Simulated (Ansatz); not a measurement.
Ideal-gas functions of `[SH][SnH]([SH])[SH]` at 400 K and 1 bar, from an Ansatz frequency run at PBE0-D4/def2-TZVP.

Molar mass 218.94 g/mol, point group C3 (symmetry number 3), electronic degeneracy 1, moments of inertia 296.464, 298.394, 500.026 u Å². Harmonic wavenumbers (cm⁻¹, unscaled): 29, 57, 115, 120, 122, 207, 346, 361, 362, 542, 545, 704, 719, 720, 1959, 2711, 2711, 2711.

Use S(trans) = R[1.5 ln M + 2.5 ln T − 1.1517]; rotational temperatures θ = 24.2544 K / I; S(rot) = R[ln(√π/σ · √(T³/θAθBθC)) + 1.5]; for each mode x = 1.438777 ν̃/T, S = R[x/(eˣ − 1) − ln(1 − e⁻ˣ)] and H = RT x/(eˣ − 1); 1 cm⁻¹ = 0.0119627 kJ/mol; R = 8.31446 J/(mol·K).

By hand: the entropy, in J/(mol·K).

Translation 182.2. Rotation: θ = 0.0818, 0.0813, 0.0485 K, giving 116.2. Vibration, mode by mode: 27.11, 21.50, 15.71, 15.36, 15.23, 10.96, 7.01, 6.70, 6.68, 3.97, 3.93, 2.51, 2.40, 2.40, 0.06, 0.01, 0.01, 0.01, in all 141.6. Electronic 0.0. Sum 440.0 J/(mol·K).

By hand: H − E and G − E in kJ/mol, counted from the electronic energy.

Zero-point energy ½ × 15041 × 0.0119627 = 90.0; thermal vibration 25.6; translation, rotation and pV give 4 RT = 13.3. H − E = 128.9 kJ/mol, and G − E = 128.9 − 400 × 440.0/1000 = -47.1 kJ/mol.

Vibration gives 32 % of the entropy, 94.9 J/(mol·K) of it from the modes under 150 cm⁻¹: soft modes count most, and the harmonic formula is weakest for them. The sum counts one conformer and one mirror image; others add a mixing term.
